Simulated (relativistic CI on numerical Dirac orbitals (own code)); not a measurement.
# One change at a time: Hg77+

Base calculation: Dirac-Coulomb-Breit CI, separate exchange-only KLI orbitals for each configuration, QED by a radiative potential, unscaled Slater integrals.

Configurations in the expansion (outside the closed core 1s2): 2s, 2p, 3s, 3p, 3d, 4s, 4p, 4d, 4f, 5s, 5p, 5d, 5f, 5g, 6s, 6p, 6d. Levels of other configurations are missing.

Variants: (1) P86 correlation estimate; (2) non-relativistic limit. Shifts of the energy above 2s 2S_1/2, in eV, for the lowest level and the first level of each name with at least 55 % of one term (blank where a level changes its place among those of its configuration and J or its character, or is not in the variant):

```csv
Level,Base,Δ(1),Δ(2)
2s 2S_1/2,0.0,0.0,0.0
2p 2P°_1/2,222.3,-0.3,-72.5
2p 2P°_3/2,2373.3,-0.3,-2223.5
3s 2S_1/2,13371.3,+0.7,-1720.7
3p 2P°_1/2,13430.6,+0.7,-1738.0
3p 2P°_3/2,14072.7,+0.7,-2380.1
3d 2D_3/2,14084.8,+0.8,-2374.3
3d 2D_5/2,14260.5,+0.8,-2550.0
4s 2S_1/2,17934.1,+1.2,-2224.1
4p 2P°_1/2,17957.9,+1.2,-2230.6
4p 2P°_3/2,18226.6,+1.2,-2499.2
4d 2D_3/2,18231.8,+1.2,-2497.1
4d 2D_5/2,18306.4,+1.2,-2571.7
4f 2F°_5/2,18306.5,+1.3,-2571.3
```

At this charge energies of transitions that change n are usually good to better than 1 %, and those within a shell (Δn = 0) to a few per cent.

Ionisation energy from the two ground configurations alone: base 23542.4 eV. The NIST ASD value (theoretical) is 23544.1 eV.
